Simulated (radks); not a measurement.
Results of a calculation; reference values are marked as such.
Effect of the nuclear size on the dysprosium ion Dy+, [Xe] 4f10 6s1. Code: a radial shooting solver on a logarithmic mesh with Libxc functionals. Model: Dirac Kohn-Sham, PBE, spin-unpolarised, spherical densities, finite nucleus; open shells are shared between the two j in proportion to 2j + 1; Fermi nuclear charge, rms radius 5.2218 fm. The rms radius is varied about that value; shifts are against it.

rms radius (fm)  total energy shift (eV)  density at nucleus (e/bohr^3)  1s1/2 shift (meV)  2s1/2 shift (meV)  4p1/2 shift (meV)  5s1/2 shift (meV)  5p1/2 shift (meV)  6s1/2 shift (meV)  6p1/2 (empty) shift (meV)
4.2558                             -8.88                      7.826e+05              -3650               -478              0.353              -3.73              0.253             -0.310                      0.089
4.8563                             -3.51                       7.55e+05              -1440               -189              0.139              -1.48              0.100             -0.123                      0.035
5.2218                                 0                      7.403e+05              0.000              0.000              0.000              0.000              0.000              0.000                      0.000
5.6761                              4.63                      7.237e+05               1900                249             -0.183               1.94             -0.132              0.162                     -0.047
6.3184                              11.6                      7.028e+05               4780                627             -0.458               4.88             -0.331              0.407                     -0.117

Slopes of the eigenvalues against <r^2> in GHz/fm^2, as finite differences over the two radii next to the reference (eigenvalue slopes, not the field-shift constants of lines): 1s1/2 93700, 2s1/2 12300, 4p1/2 -9.01, 5s1/2 95.7, 5p1/2 -6.49, 6s1/2 7.97, 6p1/2 (empty) -2.29.
